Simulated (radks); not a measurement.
Values are calculated unless marked as measured or tabulated.
Problem. The mean radii <r> (bohr) of the occupied orbitals of an atom or ion are listed with their occupations. Code: a radial shooting solver on a logarithmic mesh with Libxc functionals. Model: scalar-relativistic Kohn-Sham, SCAN, spin-unpolarised, spherical densities, finite nucleus; meta-GGA in the generalised Kohn-Sham scheme; Fermi nuclear charge, rms radius of each element as measured or else 0.836 A^(1/3) + 0.57 fm.

| orbital | occ. | <r> |
|---|---|---|
| 1s | 2 | 0.02906 |
| 2s | 2 | 0.1254 |
| 2p | 6 | 0.1096 |
| 3s | 2 | 0.3384 |
| 3p | 6 | 0.3371 |
| 3d | 10 | 0.3144 |
| 4s | 2 | 0.8118 |
| 4p | 6 | 0.8723 |
| 4d | 8 | 1.037 |
| 5s | 2 | 2.069 |
| 5p | 2 | 2.419 |

Name the element and its charge.

Solution. Z = 50, tin, charge +2: Sn2+ in [Kr] 4d8 5s2 5p2. The 1s radius gives Z: for a bare nucleus <r> = (2 gamma + 1)/(2Z) with gamma = sqrt(1 - (Z/c)^2), 0.02862 bohr for Z = 50, and screening makes it slightly larger (0.02906 here). The occupations add up to 48, and the charge is Z minus that.
